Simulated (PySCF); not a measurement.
Be(Cl)2, SMILES [Cl][Be][Cl] (BeCl2) at its B3LYP/def2-SVP optimised geometry (Å):

```
3

Be     0.0000     0.0001     0.0000
Cl     1.8093     0.0001     0.0000
Cl    -1.8093    -0.0001     0.0001
```

Calculation: B3LYP/def2-TZVP run with PySCF.

Map of the Laplacian of the electron density (e/bohr⁵) on the plane z = 1.5 Å:

```
|00000000000000000000000000000|
|00000000000000000000000000000|
|00000000000000000000000000000|
|00000000000000000000000000000|
|00000000000000000000000000000|
|00000000000000000000000000000|
|00000000000000000000000000000|
|00000000000000000000000000000|
|00000000000000000000000000000|
|00000001110000000001110000000|
|00000112221100000112221100000|
|00001234433211111233443210000|
|00001356664321112346665310000|
|00012468986421112468986421000|
|00012479986422122468997421000|
|00012468986421112468986421000|
|00001356664321112346665310000|
|00001234433211111233443210000|
|00000112221100000112221100000|
|00000001110000000001110000000|
|00000000000000000000000000000|
|00000000000000000000000000000|
|00000000000000000000000000000|
|00000000000000000000000000000|
|00000000000000000000000000000|
|00000000000000000000000000000|
|00000000000000000000000000000|
|00000000000000000000000000000|
|00000000000000000000000000000|
```
Scale: ten equal steps from 0.000 (start of '0') to 0.033 (end of '9'), in the order '0123456789'; x runs from -4.00 to 4.00, y from -4.00 (bottom) to 4.00 (top).
